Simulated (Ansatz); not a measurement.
**A ladder of methods for As2 (SMILES [As]#[As])**

As2: 2 atoms, total charge 0, spin state singlet. As SMILES, `[As]#[As]`. The shape is that of a PBE0-D4/def2-TZVP optimisation.

```xyz
2

As    0.0000    0.0000    0.0025
As    0.0000    0.0000    2.0915
```

Quantity: the energy change with the As1–As2 bond stretched from 2.089 to 2.716 Å, in eV. The values are calculated.

```json
{"level": "SVWN5/def2-TZVPPD (restricted)", "kind": "LDA", "program": "Ansatz", "value (eV)": "2.43"}
{"level": "PBE/def2-TZVPPD (restricted)", "kind": "GGA", "program": "Ansatz", "value (eV)": "2.17"}
{"level": "revPBE/def2-TZVPPD (restricted)", "kind": "GGA", "program": "Ansatz", "value (eV)": "2.10"}
{"level": "BHLYP/def2-TZVPPD (restricted)", "kind": "global hybrid", "program": "Ansatz", "value (eV)": "3.00"}
{"level": "PBE0/def2-TZVPPD (restricted)", "kind": "global hybrid", "program": "Ansatz", "value (eV)": "2.70"}
{"level": "wB97M-V/def2-TZVPPD (restricted)", "kind": "range-separated hybrid", "program": "Ansatz", "value (eV)": "3.17"}
{"level": "CCSD(T)/def2-TZVPPD (restricted)", "kind": "coupled cluster or CI", "program": "Ansatz", "value (eV)": "1.19"}
{"level": "CCSD/def2-TZVPPD (restricted)", "kind": "coupled cluster or CI", "program": "Ansatz", "value (eV)": "2.36"}
```

All-electron rows without a relativistic Hamiltonian named are non-relativistic. The first shape isn't each level's own minimum. The values span 1.19 to 3.17 eV. The coupled-cluster rows rest on a doubtful reference here (large T1 or Brueckner and Hartree–Fock orbitals at odds), and rows may lie in different states. In the correlated wave-function rows the outer d shell of As is correlated, in sets not made for it.
